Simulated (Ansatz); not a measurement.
System: ZnO, charge 0, multiplicity 1. 
Geometry from a B3LYP-D3(BJ)/def2-TZVP (Ansatz, a first-principles code) optimisation:
```
Zn
O 1 1.7131
```

Wanted: vertical electron affinity (to the doublet state of charge -1; a negative value means that the extra electron is unbound and the number depends on the basis; each state is the SCF solution reached for its spin; for the doublet the Hartree-Fock reference is unstable and T1 is 0.081; for the singlet the Hartree-Fock reference is unstable and T1 is 0.032), in eV. Cores are frozen in the correlated levels unless marked. UHF or UKS for open shells. Spin-orbit coupling is left out. Frozen are the shells of the preceding noble gas and the d and f shells that filled before the atom's block. Non-relativistic. Anions need diffuse functions: def2-D sets add few. 

```
level                 program  vertical electron affinity (eV)
--------------------  -------  -------------------------------
SVWN5/def2-TZVPD       Ansatz                             2.32
r2SCAN/def2-TZVPD      Ansatz                             2.31
B3LYP/def2-TZVPD       Ansatz                             2.26
PBE0/def2-TZVPD        Ansatz                             2.21
BHLYP/def2-TZVPD       Ansatz                             2.22
CAM-B3LYP/def2-TZVPD   Ansatz                             2.36
wB97M-V/def2-TZVPD     Ansatz                             2.20
wB97X-V/def2-TZVPD     Ansatz                             2.21
wB97X/def2-TZVPD       Ansatz                             2.28
CCSD/def2-SVPD         Ansatz                             1.89
CCSD/def2-TZVPPD       Ansatz                             1.92
CCSD(T)/def2-SVPD      Ansatz                             1.77
CCSD(T)/def2-TZVPPD    Ansatz                             1.89
CCSD(T)/def2-QZVPPD    Ansatz                             1.93
```
